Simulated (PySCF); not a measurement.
def2 core potentials replace the inner electrons of Sn.

Cartesian coordinates (Å):
SMILES: C=CC[CH2][Sn]([O]C)([O]C)[O]C
```xyz
27

C      3.5765     0.8217     0.1584
C      2.5973     0.0178    -0.2592
C      2.1469    -0.1270    -1.6819
C      0.8186     0.5802    -1.9578
Sn    -0.6968     0.0906    -0.5321
O     -0.1834    -1.6034     0.3775
C     -1.1177    -2.3477     1.1063
O     -1.0612     1.3869     0.9265
C     -0.2137     1.4856     2.0359
O     -2.4735    -0.1061    -1.3660
C     -3.6558     0.0068    -0.6189
H      4.1580     1.4287    -0.5440
H      3.8406     0.8962     1.2166
H      2.0402    -0.5868     0.4713
H      2.0445    -1.1994    -1.9176
H      2.9135     0.2794    -2.3634
H      0.4086     0.3373    -2.9498
H      0.9298     1.6736    -1.8935
H     -1.5797    -1.7718     1.9322
H     -0.6064    -3.2153     1.5574
H     -1.9379    -2.7393     0.4745
H      0.7864     1.8860     1.7788
H     -0.6688     2.1776     2.7650
H     -0.0573     0.5172     2.5494
H     -3.6000     0.7852     0.1632
H     -4.4805     0.2724    -1.3023
H     -3.9281    -0.9466    -0.1263
```
Charge 0, multiplicity 1.

Question: Predict the hole reorganisation energy (four-point), HOMO, LUMO, HOMO–LUMO gap and total energy from PBE0-D3(BJ)/def2-SVP in PySCF 2.14.0.

Answer: 
* **hole reorganisation energy (four-point)**: 40.99 kcal/mol
* **HOMO**: -7.36 eV
* **LUMO**: -0.51 eV
* **HOMO–LUMO gap**: 6.86 eV
* **total energy**: -715.3905 Ha
